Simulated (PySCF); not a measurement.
## Mn⁺: excitation energy

Mn⁺ [Ar] 3d5 4s1 (7S) → Mn⁺ [Ar] 3d4 4s1 5s1 (7D), as a difference of total energies. Computed with PySCF 2.14 in aug-cc-pwCVTZ-DK with one added diffuse shell each of s, p, d, f, g type (11s10p8d5f4g, 152 functions), with the spin-free X2C one-electron Hamiltonian (Gaussian nucleus). Correlated levels: valence: [Ar] frozen; valence and next inner shell: [Ne] frozen; nothing frozen. The calculations carry no spin-orbit coupling.

```json
{"method": "UHF", "excitation energy (eV)": "15.375"}
{"method": "LDA", "excitation energy (eV)": "16.962"}
{"method": "PBE", "excitation energy (eV)": "16.566"}
{"method": "PBE0", "excitation energy (eV)": "16.450"}
{"method": "r2SCAN", "excitation energy (eV)": "16.734"}
{"method": "MP2 (valence)", "excitation energy (eV)": "16.205"}
{"method": "SCS-MP2 (valence)", "excitation energy (eV)": "15.652"}
{"method": "MP2 (valence and next inner shell)", "excitation energy (eV)": "16.676"}
{"method": "SCS-MP2 (valence and next inner shell)", "excitation energy (eV)": "16.150"}
{"method": "MP2 (all electrons)", "excitation energy (eV)": "16.702"}
{"method": "SCS-MP2 (all electrons)", "excitation energy (eV)": "16.167"}
```

Problem. How much does correlation contribute at MP2 (all electrons)?

Solution. 16.702 − (15.375) = 1.327 eV, measured against UHF.

A first-order spin-orbit estimate (lowest level to lowest level, LS coupling) adds -0.068 eV.

The upper state lies above the first ionisation limit, where it may autoionise and the basis confines it. A Rydberg-like electron needs more diffuse functions than a valence basis has.

The promoted electron is Rydberg-like, and one or two diffuse shells describe it only roughly, which tends to raise the upper state.
